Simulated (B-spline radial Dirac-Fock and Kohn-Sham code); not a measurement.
Z = 34 (selenium), transition energy 1300 keV. Calculated with a radial finite-basis atomic code, using a Dirac-Hartree-Slater potential of the neutral atom with a Latter tail (no hole, which puts coefficients of high multipoles low close above an edge), finite nucleus with surface currents. Subshells that would emit electrons below 1 keV are left out, and so is internal pair formation.

Q: A pure transition shows α(K) = 0.000716, L1/L2 = 22.0 and L1/L3 = 51.1. What is its multipolarity?
A. E2
B. M3
C. E1
D. E4
E. E3
F. M2
G. M4
H. M1

A: D. For comparison, α(K), L1/L2, L1/L3 are E1 0.000101, 155, 66.6; E2 0.000210, 73.1, 69.1; E3 0.000395, 37.4, 62.4; M1 0.000201, 105, 141; M2 0.000419, 64.9, 172; M3 0.000791, 44.3, 125; M4 0.00144, 32.2, 73.1.
